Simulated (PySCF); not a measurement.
**`c1(=O)c(B(C)C)c1`, C5H7BO**

Molfile (atoms numbered from 1):
```
C5H7BO
     RDKit          3D

 14 14  0  0  0  0  0  0  0  0999 V2000
   -1.1875    0.2574   -0.1734 C   0  0  0  0  0  0  0  0  0  0  0  0
   -0.1968   -0.9377   -0.4087 B   0  0  0  0  0  0  0  0  0  0  0  0
   -0.6830   -2.3328   -0.9388 C   0  0  0  0  0  0  0  0  0  0  0  0
    1.3025   -0.7135   -0.1895 C   0  0  0  0  0  0  0  0  0  0  0  0
    2.4619   -0.6610    0.5128 C   0  0  0  0  0  0  0  0  0  0  0  0
    2.5735   -0.3450   -0.8400 C   0  0  0  0  0  0  0  0  0  0  0  0
    3.1410   -0.0237   -1.8455 O   0  0  0  0  0  0  0  0  0  0  0  0
   -0.7352    1.2558   -0.2556 H   0  0  0  0  0  0  0  0  0  0  0  0
   -2.0846    0.1999   -0.8084 H   0  0  0  0  0  0  0  0  0  0  0  0
   -1.5387    0.1531    0.8722 H   0  0  0  0  0  0  0  0  0  0  0  0
   -0.6257   -2.2718   -2.0433 H   0  0  0  0  0  0  0  0  0  0  0  0
   -0.0561   -3.1851   -0.6400 H   0  0  0  0  0  0  0  0  0  0  0  0
   -1.7362   -2.5363   -0.6935 H   0  0  0  0  0  0  0  0  0  0  0  0
    2.8619   -0.8174    1.5174 H   0  0  0  0  0  0  0  0  0  0  0  0
  1  2  1  0
  2  3  1  0
  2  4  1  0
  4  5  2  0
  5  6  1  0
  6  7  2  0
  6  4  1  0
  1  8  1  0
  1  9  1  0
  1 10  1  0
  3 11  1  0
  3 12  1  0
  3 13  1  0
  5 14  1  0
M  END
```

Theory: TDDFT CAM-B3LYP/def2-TZVPD excited states, vertical, gas phase in PySCF 2.14.0. Geometry: PBE0-D3(BJ)/def2-SVP.

How strongly do the lowest singlets absorb one photon, and two photons of half the energy?

δ for parallel linear polarisation; σ at the peak of a Lorentzian of half width 0.1 eV, single beam; Ω is circular over linear.
```tsv
state	E (eV)	f	photon λ (nm)	δ (au)	σ (GM)	Ω	main
S1	4.39	0.000	565	0.54	0.00	1.29	HOMO→LUMO+1 0.92
S2	5.09	0.080	487	354	3.36	0.83	HOMO→LUMO 0.89
S3	5.55	0.000	447	1.13	0.01	1.41	HOMO→LUMO+7 0.74, HOMO→LUMO+3 0.12
S4	6.08	0.003	408	22.9	0.31	0.61	HOMO→LUMO+2 0.64, HOMO→LUMO+4 0.14
S5	6.09	0.001	407	1.85	0.03	1.35	HOMO−1→LUMO 0.82, HOMO−2→LUMO 0.09
S6	6.68	0.171	371	17.5	0.29	1.50	HOMO−1→LUMO+1 0.86
```

Among these, the strongest one-photon state is S6, the strongest two-photon state S2, with a dipole change of 5.9 D (relaxed, norm of the difference vector).
